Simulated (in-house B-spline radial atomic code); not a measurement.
Results of a calculation; reference values are marked as such.
**Building a PAW p channel for Nb, r_c = 1.08 bohr**

Nb, [Kr] 4d4 5s1, non-relativistic LDA (VWN5), spherical and spin-unpolarised, from a B-spline radial code for spherical atoms (atomic units; all potentials screened as in the neutral atom).

Two all-electron partial waves φ1, φ2 are integrated outwards at E1 = ε(4p) = -1.250048 and E2 = E1 + 1 hartree; φ1 is the bound orbital and φ2 has unit norm inside r_c = 1.0831 bohr. Smooth partners are polynomials, r^2(a0 + a1 r² + a2 r⁴ + a3 r⁶), matched to φ and three derivatives at r_c, with no condition on the norm. The local potential is -27.1195 + (51.5906) r² + (-43.3121) r⁴ + (13.7259) r⁶ inside 0.8868 bohr and the all-electron one outside.

```json
{"wave": "1", "φ(r_c)": "0.9826585", "φ'(r_c)": "0.1902705", "a0": "1.368957", "a1": "0.07781037", "a2": "-0.7461011", "a3": "0.2503581"}
{"wave": "2", "φ(r_c)": "1.544986", "φ'(r_c)": "-0.8676301", "a0": "2.983872", "a1": "-0.841136", "a2": "-0.9516634", "a3": "0.3899687"}
```

Inside r_c the overlaps are <φi φj> = [[0.32976, 0.57327], [0.57327, 1.00000]] and, for the smooth waves, [[0.33346, 0.59071], [0.59071, 1.05169]]. With χj = (Ej − T − V_local) applied to smooth wave j, the program's quadrature gives the matrix B_ij = <smooth i, χj> as [[1.18180, 2.27559], [2.25816, 4.35636]].

Question: Check the match of the first wave, and find the augmentation charges q_ij.

Answer: At r_c the four terms are 1.60593, 0.10708, -1.20451, 0.47414, which sum to 0.9826, φ1(r_c) to rounding. q_ij is the all-electron overlap less the smooth one: [[-0.00371, -0.01743], [-0.01743, -0.05169]]. The smooth first wave has a norm of 0.3335 inside r_c against 0.3298, so q11 is negative and must stay small enough for the overlap operator to be positive.

Question: B isn't symmetric. Show that D_ij = B_ij + Ej q_ij is.

Answer: Integrating by parts gives B12 − B21 = (E1 − E2) q12: 2.27559 − (2.25816) = 0.01743, and −1 × (-0.01743) = 0.01743. So D12 = 2.27559 + (-0.250048)(-0.01743) = 2.27995 and D21 = 2.25816 + (-1.250048)(-0.01743) = 2.27995; D11 = 1.18643, D22 = 4.36928. The projectors, p = (B⁻¹)ᵀ χ, are dual to the smooth waves; det B = 0.0097, small beside B11 B22, as the two smooth waves look alike inside r_c.

Solving (T + V_local + Σ p D p) ψ = E (1 + Σ p q p) ψ in a sphere of 9 bohr gives these levels:

| all-electron | one projector | two projectors |
| --- | --- | --- |
| -1.250050 | -1.250050 | -3.606740 |
| -0.031041 | -0.032282 | -1.250050 |
| 0.219509 | 0.216739 | -0.031041 |
| 0.627842 | 0.620264 | 0.219511 |
| 1.191080 | 1.171290 | 0.627860 |

Question: What does the second projector gain?

Answer: With one projector the errors are 0.00, -1.24, -2.77, -7.58, -19.79 millihartree. With two a ghost lies below the reference level, so the set fails. The lowest eigenvalue of the overlap operator is 0.9734 with one and 0.4293 with two projectors. The smooth orbital alone needs a cutoff of 27.4 hartree for 1 millihartree of kinetic energy, against 45.7 for a norm-conserving Troullier-Martins orbital of the same radius, which is no gain while the set fails.
